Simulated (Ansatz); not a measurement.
Relaxation of Cl3FIn (5 atoms, charge 0, multiplicity 2), to a largest force component of 0.03 eV/Å in at most 50 steps.

Computed with Ansatz, UKS B3LYP-D4/def2-SVP.

```xyz
5
Properties=species:S:1:pos:R:3
In 0.000 0.000 -0.120
Cl 0.001 -0.001 2.292
Cl 2.060 0.000 -1.209
Cl -2.060 0.000 -1.208
F -0.001 0.001 4.985
```

**Question.** Where does it end, and by what steps?

**Answer.** The run converged. The force dipped under the threshold on the way, but the program's further checks kept it going. After 28 steps the energy has fallen by 1.476 eV; F5 moved furthest, 2.78 Å. Joined: In1–F5 (5.10 → 2.06 Å).

| step | energy less start (eV) | largest force component (eV/Å) | accepted |
| --- | --- | --- | --- |
| 0 | 0.0000 | 0.818 | yes |
| 1 | -0.0338 | 0.441 | yes |
| 2 | -0.0561 | 0.209 | yes |
| 3 | -0.0442 | 0.287 | no |
| 4 | -0.0625 | 0.024 | yes |
| 5 | -0.0625 | 0.005 | yes |
| 6 | -0.0628 | 0.029 | yes |
| 7 | -0.0643 | 0.076 | yes |
| 8 | -0.0885 | 0.251 | yes |
| 9 | -0.1366 | 0.117 | yes |
| 10 | -0.1714 | 0.262 | yes |
| 11 | -0.2166 | 0.080 | yes |
| 12 | -0.2527 | 0.104 | yes |
| 13 | -0.2868 | 0.117 | yes |
| 14 | -0.3220 | 0.140 | yes |
| 15 | -0.3606 | 0.170 | yes |
| 16 | -0.4063 | 0.209 | yes |
| 17 | -0.4651 | 0.266 | yes |
| 18 | -0.5529 | 0.369 | yes |
| 19 | -0.6985 | 0.551 | yes |
| 20 | -0.9502 | 0.550 | yes |
| 21 | -1.1290 | 0.579 | yes |
| 22 | -1.1518 | 2.058 | yes |
| 23 | -1.3461 | 0.220 | yes |
| 24 | -1.4163 | 0.236 | yes |
| 25 | -1.4523 | 0.418 | yes |
| 26 | -1.4661 | 0.210 | yes |
| 27 | -1.4762 | 0.036 | yes |
| 28 | -1.4764 | 0.021 | yes |

```xyz
5
Properties=species:S:1:pos:R:3
In -0.071 0.083 0.572
Cl 0.567 -1.208 2.707
Cl 1.791 0.612 -0.724
Cl -2.178 -0.520 -0.219
F -0.108 1.032 2.404
```

Whether the end is a true minimum wasn't checked by a vibrational analysis.

Time of the run: 82 s on 4 threads of Arm Neoverse V2, with other jobs on the host, peak memory 0.4 GiB.
